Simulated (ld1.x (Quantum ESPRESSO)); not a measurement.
**Transferability test, TM potential for N**

```json
{"Element": "nitrogen", "Generator": "ld1.x (Quantum ESPRESSO) 7.5", "Type": "norm-conserving Troullier–Martins (Kleinman–Bylander form)", "Functional": "revPBE", "Relativity": "scalar-relativistic", "Frozen core": "[He]", "Valence charge": "5", "Reference configuration": "2s2 2p1 (charge +2)", "Partial waves": "2p (bound): rc 1.95 bohr; 3d channel at 0.3 Ry: rc 2.10 bohr; 2s (bound): rc 0.85 bohr", "Local potential": "the s channel", "Core correction": "none"}
```

Energies are relative to the spin-unpolarised reference configuration 2s2 2p1; without spin polarisation the order of configurations can differ from experiment.

```csv
valence configuration,charge,ΔE all-electron (eV),error AE − PS (meV)
2s2 2p3,0,-42.321,+311
2s2 2p0,+3,46.975,+369
2s1 2p4,0,-30.727,+537
2s1 2p0,+4,124.817,+863
2s1 2p3,+1,-16.904,+342
2s2 2p3.3,-0.3,-43.924,+334
```

(1) What are ΔE and the potential's error for 2s2 2p2?

Levels in the configuration 2s2 2p3.3:

```tsv
level	all-electron (eV)	pseudo (eV)
2s	-15.157	-14.987
2p	-3.718	-3.771
```

Results:

(1) ΔE = -28.785 eV all-electron; the error (AE − PS) is +145 meV.
